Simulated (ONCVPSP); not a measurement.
# What one change does to a pseudopotential (Sc, ONCV)

ONCVPSP 4.0.1 input, shortened (lines: element, Z, core and valence counts, functional; n l f; lmax; l rc ep ncon nbas qcut; lloc lpopt rc5 dvloc0; l nproj debl; icmod fcfact rcfact), Wu-Cohen, scalar-relativistic:

```
  Sc 21.00    3    3  -118130      upf
    1    0    2.00
    2    0    2.00
    2    1    6.00
    3    0    2.00
    3    1    6.00
    3    2    1.00
    2
    0    1.35    0.00    4    7    9.70
    1    1.70    0.00    4    8    7.50
    2    2.25    0.00    4    9    6.10
    4    5    0.95    6.00
    0    2    3.00
    1    2    0.40
    2    2    2.50
    2    0.15    1.15
```

In the p channel the program set the typed energies aside and used -1.797, 0.250 Ha.

Change: all radii but the core radius scaled by about 1.22 (s 1.64, p 2.06, d 2.74 bohr); local potential polynomial inside 1.16 bohr (lpopt 5, dvloc0 6 Ha).

Cutoffs: the cutoffs (Ha) at which the residual kinetic energy of the hardest occupied pseudo-wave falls to 1 and 0.1 mHa per electron; they do not see the model core or the augmentation charge, which bear on the density cutoff. Errors are all-electron minus pseudo energies relative to the spin-unpolarised reference configuration.

Question: How do hardness, ghosts and transferability respond?

Answer: The potential gets softer (30 Ha and 36 Ha → 26 Ha and 32 Ha); of the 4 tests that both files solve, the error grows in 4 and shrinks in 0 by more than 15 % and 0.3 meV (median size 99.7 → 153.7 meV); neither file shows a bound ghost. A larger radius leaves more room for a smooth pseudo-wave, so fewer plane waves are needed. More of the atom is replaced by a form fitted at one configuration, so other configurations suffer.

| quantity | base | changed |
| --- | --- | --- |
| cutoff, loose | 30 Ha | 26 Ha |
| cutoff, tight | 36 Ha | 32 Ha |
| loose cutoff by channel | s 30 Ha, p 18 Ha, d 16 Ha | s 26 Ha, p 17 Ha, d 13 Ha |
| bound ghosts | none | none |
| GHOST(+) flags under 300 eV | none | none |
| error for 3s2 3p6 3d1 4s2, meV [ΔE -19.49 eV] | +1.8 | -14 |
| error for 3s2 3p6 3d1 4s1, meV [ΔE -12.59 eV] | +0.3 | -7.6 |
| error for 3s2 3p6 3d0, meV [ΔE 24.86 eV] | +260 | +433 |
| error for 3s2 3p6 3d0 4s2 4p1, meV [ΔE -15.99 eV] | +198 | +294 |
| rms error of d²Exc/dni dnj with the model core, mHa | 1.27 | 2.14 |
